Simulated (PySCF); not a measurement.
```xyz
21

Ti     0.5984    -0.2910     0.3630
O      0.7361    -0.6769     2.1181
C     -0.0063    -0.9379     3.2749
H     -1.1003    -0.9859     3.0615
H      0.1614    -0.1450     4.0405
H      0.2981    -1.9107     3.7258
O      1.4147     1.2744    -0.0002
C      2.4204     1.8560    -0.7806
H      3.2443     2.2461    -0.1386
H      2.0158     2.7135    -1.3664
H      2.8599     1.1253    -1.4999
O      1.3821    -1.6009    -0.5955
C      2.0970    -2.7988    -0.4869
H      3.0596    -2.7336    -1.0451
H      1.5155    -3.6472    -0.9171
H      2.3321    -3.0451     0.5755
O     -1.1457    -0.1476    -0.0744
C     -2.0924     0.7792    -0.5273
H     -1.6468     1.7934    -0.6597
H     -2.9353     0.8663     0.1968
H     -2.5209     0.4601    -1.5058
```

Charge 0, multiplicity 1.

**Question.** Give the Mulliken and meta-Löwdin atomic charges from TPSSh-D3(BJ)/def2-TZVP // BP86-D3(BJ)/def2-SVP (PySCF).

**Answer.** 
```json
[
 {"atom": "Ti1", "Mulliken (e)": "1.56", "meta-Löwdin (e)": "1.38"},
 {"atom": "O2", "Mulliken (e)": "-0.57", "meta-Löwdin (e)": "-0.57"},
 {"atom": "C3", "Mulliken (e)": "-0.17", "meta-Löwdin (e)": "-0.08"},
 {"atom": "H4", "Mulliken (e)": "0.12", "meta-Löwdin (e)": "0.10"},
 {"atom": "H5", "Mulliken (e)": "0.12", "meta-Löwdin (e)": "0.10"},
 {"atom": "H6", "Mulliken (e)": "0.12", "meta-Löwdin (e)": "0.10"},
 {"atom": "O7", "Mulliken (e)": "-0.57", "meta-Löwdin (e)": "-0.57"},
 {"atom": "C8", "Mulliken (e)": "-0.17", "meta-Löwdin (e)": "-0.08"},
 {"atom": "H9", "Mulliken (e)": "0.12", "meta-Löwdin (e)": "0.10"},
 {"atom": "H10", "Mulliken (e)": "0.12", "meta-Löwdin (e)": "0.10"},
 {"atom": "H11", "Mulliken (e)": "0.12", "meta-Löwdin (e)": "0.10"},
 {"atom": "O12", "Mulliken (e)": "-0.57", "meta-Löwdin (e)": "-0.57"},
 {"atom": "C13", "Mulliken (e)": "-0.17", "meta-Löwdin (e)": "-0.08"},
 {"atom": "H14", "Mulliken (e)": "0.12", "meta-Löwdin (e)": "0.10"},
 {"atom": "H15", "Mulliken (e)": "0.12", "meta-Löwdin (e)": "0.10"},
 {"atom": "H16", "Mulliken (e)": "0.12", "meta-Löwdin (e)": "0.10"},
 {"atom": "O17", "Mulliken (e)": "-0.57", "meta-Löwdin (e)": "-0.57"},
 {"atom": "C18", "Mulliken (e)": "-0.17", "meta-Löwdin (e)": "-0.08"},
 {"atom": "H19", "Mulliken (e)": "0.12", "meta-Löwdin (e)": "0.10"},
 {"atom": "H20", "Mulliken (e)": "0.12", "meta-Löwdin (e)": "0.10"},
 {"atom": "H21", "Mulliken (e)": "0.12", "meta-Löwdin (e)": "0.10"}
]
```
